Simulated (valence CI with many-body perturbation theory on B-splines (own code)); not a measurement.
E1 line list for P9+

Level of theory: relativistic CI+MBPT: four valence electrons over a frozen Dirac-Fock core [He], a basis of 11 s, 11 p, 9 d, 7 f, 5 g, 2 h, 1 i functions for each j, with the one-electron correlation potential Σ1 (screened to all orders), the two-electron term Σ2, the three-electron term Σ3, Breit, model QED; selected single and double excitations, second order for the rest, scaled by the run's own slope (own B-spline code, finite nucleus).

No measured spectrum was set against this ion. As an estimate, levels of excited configurations hold to 0.05 to 0.15 % of their energy, terms of the ground configuration to about 0.5 %.

Lines 51 to 100 of 236 in falling wavelength, among levels below 2329200 cm⁻¹, chosen from the strongest by gf and those to the six lowest levels. Wavelengths and rates use the calculated energies, so an error of 200 cm⁻¹ moves a line at 96.34 nm by 0.19 % and its rate by three times that or more. Electric multipoles are in the length gauge, E1 and E2 with the static RPA response of the core. Weak lines are less certain than strong ones. Lines between different terms over intervals too small for the method are left out, as are lines whose strength nearly cancels. The highest levels of a list are the least certain.

Names give the largest LS component (configuration and term), which can be under half, so a name can repeat, a term be missing and a line seem to break the LS rules; names also repeat where a configuration has a term twice.

```
λ vac (nm)            Upper            Lower   A (s⁻¹)  log gf  Branch %
     96.34   2s2 2p 3p 3P_1  2s2 2p 3s 3P°_2  6.06e+08   -0.60       2.5
     96.14  2s2 2p 3d 3D°_2   2s2 2p 3p 3S_1  2.80e+08   -0.71       0.0
     95.52  2s2 2p 3d 3F°_2   2s2 2p 3p 1P_1  4.35e+08   -0.53       0.3
     94.37  2s2 2p 3d 3P°_1   2s2 2p 3p 3P_1  3.53e+08   -0.85       0.0
     94.01   2s2 2p 3p 3P_2  2s2 2p 3s 3P°_2  7.15e+08   -0.32       2.8
     93.02   2s2 2p 3p 3P_0  2s2 2p 3s 3P°_1  8.82e+08   -0.94       3.4
     89.86  2s2 2p 3d 1D°_2   2s2 2p 3p 1P_1  1.58e+08   -1.02       0.0
     89.25  2s2 2p 3d 3P°_2   2s2 2p 3p 3S_1  3.61e+08   -0.67       0.0
     88.13  2s2 2p 3d 3P°_1   2s2 2p 3p 3S_1  2.81e+08   -1.01       0.0
     87.89   2s2 2p 3p 3P_2  2s2 2p 3s 3P°_1  1.87e+08   -0.96       0.7
     87.20  2s2 2p 3d 3D°_3   2s2 2p 3p 3D_3  2.58e+08   -0.69       0.0
     85.07  2s2 2p 3d 3D°_2   2s2 2p 3p 3D_2  2.00e+08   -0.97       0.0
     84.40   2s2 2p 3p 1D_2  2s2 2p 3s 1P°_1  1.32e+09   -0.15      17.8
     79.36  2s 2p2 3p 5S°_2   2s 2p2 3s 5P_3  9.21e+08   -0.36      26.9
     76.67  2s 2p2 3p 5S°_2   2s 2p2 3s 5P_2  5.81e+08   -0.59      17.0
     74.77  2s 2p2 3p 5S°_2   2s 2p2 3s 5P_1  3.23e+08   -0.87       9.4
     66.98   2s2 2p 3p 1S_0  2s2 2p 3s 1P°_1  2.85e+09   -0.72      15.2
     63.08     2s 2p3 5S°_2     2s2 2p2 3P_2  2.74e+05   -4.09      68.9
     61.62  2s2 2p 3d 1P°_1   2s2 2p 3p 1P_1  8.28e+08   -0.85       0.1
     61.02     2s 2p3 5S°_2     2s2 2p2 3P_1  1.23e+05   -4.46      31.0
     52.22  2s 2p2 3p 3D°_2   2s2 2p 3p 3P_1  4.88e+08   -1.00       0.1
     51.86  2s 2p2 3p 3D°_3   2s2 2p 3p 3P_2  6.69e+08   -0.72       0.2
     49.20     2s 2p3 3D°_1     2s2 2p2 1S_0  7.40e+05   -4.09       0.0
     48.31  2s 2p2 3p 3P°_2   2s2 2p 3p 3P_2  6.11e+08   -0.97       0.2
     39.84         2p4 1D_2     2s 2p3 1P°_1  1.28e+09   -0.82      10.2
     39.70         2p4 3P_2     2s 2p3 3S°_1  2.58e+09   -0.52      11.1
     38.72         2p4 3P_1     2s 2p3 3S°_1  2.90e+09   -0.71      12.2
     38.48     2s 2p3 3P°_1     2s2 2p2 1S_0  3.56e+06   -3.63       0.1
     37.96     2s 2p3 3D°_2     2s2 2p2 1D_2  1.90e+06   -3.69       0.1
     37.96     2s 2p3 3D°_3     2s2 2p2 1D_2  1.04e+07   -2.80       0.4
     37.93     2s 2p3 3D°_1     2s2 2p2 1D_2  1.42e+06   -4.04       0.1
     32.43         2p4 1D_2     2s 2p3 1D°_2  1.11e+10   -0.06      88.5
     31.83     2s 2p3 3D°_2     2s2 2p2 3P_2  4.04e+08   -1.51      15.0
     31.82     2s 2p3 3D°_3     2s2 2p2 3P_2  2.54e+09   -0.57      99.6
     31.81     2s 2p3 3D°_1     2s2 2p2 3P_2  3.54e+07   -2.79       1.3
     31.63   2s 2p2 3s 3D_3  2s2 2p 3s 3P°_2  3.48e+09   -0.44       1.4
     31.30     2s 2p3 3D°_2     2s2 2p2 3P_1  2.29e+09   -0.77      84.9
     31.28     2s 2p3 3D°_1     2s2 2p2 3P_1  9.71e+08   -1.37      34.8
     31.23     2s 2p3 3P°_1     2s2 2p2 1D_2  1.10e+07   -3.32       0.2
     31.20     2s 2p3 3P°_2     2s2 2p2 1D_2  1.90e+06   -3.86       0.0
     30.92     2s 2p3 3D°_1     2s2 2p2 3P_0  1.78e+09   -1.12      63.8
     30.91   2s 2p2 3s 3D_2  2s2 2p 3s 3P°_1  2.74e+09   -0.71       1.1
     30.72   2s 2p2 3s 3D_1  2s2 2p 3s 3P°_0  2.18e+09   -1.03       0.9
     30.16   2s 2p2 3s 1D_2  2s2 2p 3s 1P°_1  1.26e+09   -1.06       1.2
     27.75         2p4 1S_0     2s 2p3 1P°_1  2.75e+10   -0.50      99.2
     27.59         2p4 3P_2     2s 2p3 3P°_2  2.61e+09   -0.83      11.2
     27.11         2p4 3P_1     2s 2p3 3P°_2  2.51e+09   -1.08      10.6
     26.98     2s 2p3 3S°_1     2s2 2p2 1S_0  1.03e+07   -3.47       0.0
     26.95     2s 2p3 3P°_1     2s2 2p2 3P_2  2.49e+09   -1.09      36.4
     26.94     2s 2p3 3P°_2     2s2 2p2 3P_2  5.37e+09   -0.53      80.6
```
